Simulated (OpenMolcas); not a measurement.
# OpenMolcas run: O+

Input:

```
&GATEWAY
Coord
1

O 0.0 0.0 0.0
Basis=ANO-RCC-VQZP
Group=XYZ
NoMove
AngMom=0.0 0.0 0.0
AMFI
&SEWARD
* reference wave functions (RASSCF and RASSI steps not shown): 3 electrons in 3 orbitals (2p)
>>> COPY JOB001 $Project.JobIph
&CASPT2
Multistate=1 1
Frozen=0 0
IPEA=0.3
Shift=0.05
MaxIter=60
WThr=0.0 0.3 0.05
PrWF=0.5
NoMix
>>> COPY JOB002 $Project.JobIph
&CASPT2
Multistate=8 1 2 3 4 5 6 7 8
NoMult
Frozen=0 0
IPEA=0.3
Shift=0.05
MaxIter=60
WThr=0.0 0.3 0.05
PrWF=0.5
NoMix
```

Launched by
```bash
OMP_NUM_THREADS=1 MOLCAS_MEM=2252 MOLCAS_PROJECT=a pymolcas a.inp > a.log  # once for each step of the input, in one work folder
```

Output, cut to the results:

```
--- CASPT2 ---
Orbital specifications:
      -----------------------

      Symmetry species                           1   2
                                                ag  au
      Frozen orbitals                            0   0
      Inactive orbitals                          2   0
      Active orbitals                            0   3
      Secondary orbitals                        27  23
      Deleted orbitals                           0   0
      Number of basis functions                 29  26
Type of calculation                        SS-CASPT2
      Fock operator                              state-specific
      IPEA shift                                 0.30
      Real shift                                 0.05
      Imaginary shift                            0.00
      The input orbitals will be transformed to quasi-canonical
Reference energy:         -74.4248478075
      E2 (Non-variational):      -0.1246983452
      Shift correction:          -0.0010759025
      E2 (Variational):          -0.1257742477
      Total energy:             -74.5506220552
      Residual norm:              0.0000005223
      Reference weight:           0.97894
      Contributions to the CASPT2 correlation energy
      Active & Virtual Only:         -0.0263406806
      One Inactive Excited:          -0.0807318249
      Two Inactive Excited:          -0.0176258396
::    CASPT2 Root  1     Total energy:    -74.55062206
--- CASPT2 ---
Orbital specifications:
      -----------------------

      Symmetry species                           1   2
                                                ag  au
      Frozen orbitals                            0   0
      Inactive orbitals                          2   0
      Active orbitals                            0   3
      Secondary orbitals                        27  23
      Deleted orbitals                           0   0
      Number of basis functions                 29  26
Type of calculation                        SS-CASPT2
      Fock operator                              state-specific
      IPEA shift                                 0.30
      Real shift                                 0.05
      Imaginary shift                            0.00
      The input orbitals will be transformed to quasi-canonical
Reference energy:         -74.2854667326
      E2 (Non-variational):      -0.1403123305
      Shift correction:          -0.0012522520
      E2 (Variational):          -0.1415645825
      Total energy:             -74.4270313151
      Residual norm:              0.0000001551
      Reference weight:           0.97557
      Contributions to the CASPT2 correlation energy
      Active & Virtual Only:         -0.0405367013
      One Inactive Excited:          -0.0817763611
      Two Inactive Excited:          -0.0179992682
Reference energy:         -74.2854667326
      E2 (Non-variational):      -0.1404348700
      Shift correction:          -0.0012502544
      E2 (Variational):          -0.1416851243
      Total energy:             -74.4271518569
      Residual norm:              0.0000001509
      Reference weight:           0.97560
      Contributions to the CASPT2 correlation energy
      Active & Virtual Only:         -0.0404486259
      One Inactive Excited:          -0.0819869759
      Two Inactive Excited:          -0.0179992682
::    CASPT2 Root  1     Total energy:    -74.42703132
::    CASPT2 Root  2     Total energy:    -74.42715186
::    CASPT2 Root  3     Total energy:    -74.42704287
::    CASPT2 Root  4     Total energy:    -74.42669453
::    CASPT2 Root  5     Total energy:    -74.42698325
::    CASPT2 Root  6     Total energy:    -74.35492783
::    CASPT2 Root  7     Total energy:    -74.35482038
::    CASPT2 Root  8     Total energy:    -74.35483211
```

Levels above the lowest, from the spin-orbit matrix with the single-state CASPT2 energies, averaged by term, on its diagonal:

```csv
Configuration,Term,J,E (cm-1),Measured (cm-1),g,Term weight %
2s2 2p3,4S*,3/2,0.0,0.0,2.002,100
2s2 2p3,2D*,3/2,27130,26831,0.800,100
2s2 2p3,2D*,5/2,27140,26811,1.200,100
2s2 2p3,2P*,1/2,42970,40470,0.666,100
2s2 2p3,2P*,3/2,42970,40468,1.334,100
```

Against the 4 measured excited levels shown (NIST Handbook of Basic Atomic Spectroscopic Data) the mean absolute deviation is 1400 cm-1; the largest miss in energy is 2s2 2p3 2P* 3/2: computed 42970, measured 40468 cm-1 (+6.2 %).

CASPT2 breaks the degeneracy within a term, and the mean is taken; among the terms shown or strongly mixed into the levels shown the widest spread is 100 cm-1 (2s2 2p3 2D*). With the s shell closed, the reference lacks s² → p² mixing. Measured partners are found by configuration, term and J. A level has none where our copy of the source lacks it or the pairing is in doubt (some pairs that miss far off the trend of their configuration count as doubtful), and it then counts in no deviation. Only configurations of the active space appear.

The CASPT2 steps took 0.93 s on 1 thread of Arm Neoverse V2 (shared host); the integral step is not counted.

The term weight is that of the spin-free term in the level, not the purity of its configuration. * marks odd parity.
